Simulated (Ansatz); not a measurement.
**Worked example: a bond strength in C2H6Ga (SMILES C[Ga]C)**

The species is C2H6Ga (9 atoms), meant as a doublet with charge 0. As SMILES, `C[Ga]C`. Geometry: optimised at wB97X-V/def2-SVP.

```csv
atom,x (Å),y (Å),z (Å)
C,-1.2413,1.1616,0.1780
Ga,0.4605,0.3892,0.8775
C,1.2721,-1.1352,-0.1222
H,-2.0181,0.3755,0.1749
H,-1.0909,1.4841,-0.8681
H,-1.6102,2.0175,0.7623
H,2.2105,-1.5024,0.3190
H,1.4692,-0.8210,-1.1631
H,0.5482,-1.9693,-0.1584
```

Wanted: the dissociation energy of the H7–C3 bond into doublet H and singlet C2H5Ga (shapes relaxed at wB97X-V/def2-SVP, no zero-point term). 1 Eh = 2625.50 kJ/mol = 27.2114 eV. Totals in Eh; open shells run unrestricted unless said.

```tsv
level	program	C2H6Ga	doublet H	singlet C2H5Ga
UHF/def2-TZVP	Ansatz	-2002.475490	-0.499810	-2001.839285
USVWN5/def2-TZVP	Ansatz	-2000.874556	-0.478344	-2000.262096
UPBE/def2-TZVP	Ansatz	-2004.256885	-0.499616	-2003.629064
```

Work out the dissociation energy at each level.


1. UHF/def2-TZVP: (-0.499810) + (-2001.839285) − (-2002.475490) = 0.136395 Eh = 358.1 kJ/mol = 3.71 eV.
2. USVWN5/def2-TZVP: (-0.478344) + (-2000.262096) − (-2000.874556) = 0.134116 Eh = 352.1 kJ/mol = 3.65 eV.
3. UPBE/def2-TZVP: (-0.499616) + (-2003.629064) − (-2004.256885) = 0.128205 Eh = 336.6 kJ/mol = 3.49 eV.

The levels span 337 to 358 kJ/mol; no measured value is set beside them. A fragment with an even electron count was run as a singlet and may have a lower triplet. A bond enthalpy at 298 K also holds the loss of zero-point energy and thermal terms.
